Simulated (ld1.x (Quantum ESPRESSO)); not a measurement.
cadmium, TM semilocal: configuration errors across variants

```
Element                 : Cd (Z = 48)
Generator               : ld1.x (Quantum ESPRESSO) 7.5
Type                    : norm-conserving Troullier–Martins (semilocal form)
Functional              : BP86
Relativity              : scalar-relativistic
Frozen core             : [Kr] 4d10
Valence charge          : 2
Reference configuration : 5s1.5 5p0 (charge +0.5)
Partial waves           : 5p (bound, empty): rc 2.00 bohr; 5d channel at -0.2 Ry: rc 2.15 bohr; 5s (bound): rc 2.05 bohr
Local potential         : the s channel
Core correction         : none
```

All-electron excitation energies from the reference (eV): (1) 5s2 5p0 -3.809; (2) 5s1 5p0 5.661; (3) 5s1 5p1 0.912; (4) 5s0 5p1 11.504; (5) 5s0 5p2 5.944.

A semilocal file is local in each channel, so a ghost entry of none says nothing of the separable form that plane-wave codes build from it.

Tests that are not counted but printed errors over 1 eV. “all radii scaled by about 0.75 (s 1.54, p 1.50, d 1.62 bohr)”: 5s0 5p1 (solver errors, printed error -10.2 eV).

A true bound ghost makes a file unfit for plane-wave use even where its test errors are small: the radial tests pick states by their node count and pass the ghost by. Where a test does run into it, the solver fails or the error is huge.

Errors AE − PS in meV (a dash: test not solved or not reliable):

| change | (1) | (2) | (3) | (4) | (5) | bound ghosts |
| --- | --- | --- | --- | --- | --- | --- |
| base | +5.7 | +16 | +25 | +195 | +180 | d |
| all radii scaled by about 0.75 (s 1.54, p 1.50, d 1.62 bohr) | +8.1 | +17 | -1662 | – | – | d, p |
| all radii scaled by about 0.83 (s 1.70, p 1.66, d 1.78 bohr) | +6.0 | +16 | +48 | +551 | +402 | d |
| all radii scaled by about 0.91 (s 1.86, p 1.82, d 1.96 bohr) | +5.7 | +16 | +39 | +275 | +270 | none |
| all radii scaled by about 0.96 (s 1.96, p 1.92, d 2.06 bohr) | +5.7 | +16 | +28 | +224 | +215 | d |
| all radii scaled by about 1.04 (s 2.14, p 2.08, d 2.24 bohr) | +5.7 | +16 | +23 | +187 | +170 | d |
| all radii scaled by about 1.17 (s 2.40, p 2.34, d 2.50 bohr) | +5.7 | +16 | +21 | +170 | +150 | d |
| all radii scaled by about 1.26 (s 2.58, p 2.52, d 2.70 bohr) | +5.6 | +15 | +20 | +164 | +145 | none |
| all radii scaled by about 1.31 (s 2.68, p 2.62, d 2.82 bohr) | +5.6 | +15 | +20 | +162 | +144 | none |
| all radii scaled by about 1.37 (s 2.82, p 2.74, d 2.96 bohr) | +5.6 | +15 | +20 | +158 | +141 | none |

(1) Give the same row for: all radii scaled by about 1.11 (s 2.28, p 2.22, d 2.38 bohr).

Results:

(1) +5.7, +16, +21, +175, +154; bound ghosts: d.
